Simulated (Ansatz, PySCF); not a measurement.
Complex: H2O (SMILES O) (first 3 atoms) with CH3F (SMILES CF); geometry from B3LYP-D3(BJ)/def2-TZVP, rigid monomers moved along the line of their centres of mass till H2···F5 is 2.80 Å.
(charge 0, multiplicity 1):
```xyz
8

O      0.00035     0.48345    -0.13921
H      0.20934    -0.13536     0.57280
H     -0.43860    -0.04081    -0.81579
C     -0.21211     0.46949     3.92781
F      0.24613    -0.70507     3.31283
H     -0.51786     1.16382     3.14691
H     -1.05397     0.20975     4.56863
H      0.60449     0.88445     4.51734
```

Monomers are frozen at their geometry in the pair; levels with a basis set take the counterpoise correction. Rows marked so take none.

Correlated levels freeze the cores. CBS: X⁻³ extrapolation of the correlation energy, Hartree–Fock from the larger set. Rows in 6-31G*, STO-3G carry no dispersion term and start afresh at each structure (6-31G* with six Cartesian d functions). MP2/6-31G* freezes PySCF's default core.

Codes used: Ansatz (a program for electronic structure) with Gaussian orbitals; PySCF for 6-31G* rows, STO-3G rows, the dispersion terms. 

| level | interaction energy (kcal/mol) |
|---|---|
| HF/STO-3G (no counterpoise) | -0.82 |
| HF/6-31G* (no counterpoise) | -2.72 |
| HF/aug-cc-pVTZ | -1.84 |
| PBE-D4/def2-TZVPPD | -2.17 |
| PBE0-D4/def2-TZVPPD | -2.16 |
| wB97M-V/def2-TZVPPD | ? |
| MP2/6-31G* (no counterpoise) | ? |
| MP2/CBS(aug-cc-pVDZ, aug-cc-pVTZ) | -2.13 |
| MP2/CBS(aug-cc-pVDZ, aug-cc-pVTZ) + ΔCCSD(T)/aug-cc-pVDZ | -2.14 |

Question: What belongs in the gaps?

Answer: 
- wB97M-V/def2-TZVPPD, interaction energy (kcal/mol): -2.08
- MP2/6-31G* (no counterpoise), interaction energy (kcal/mol): -3.11
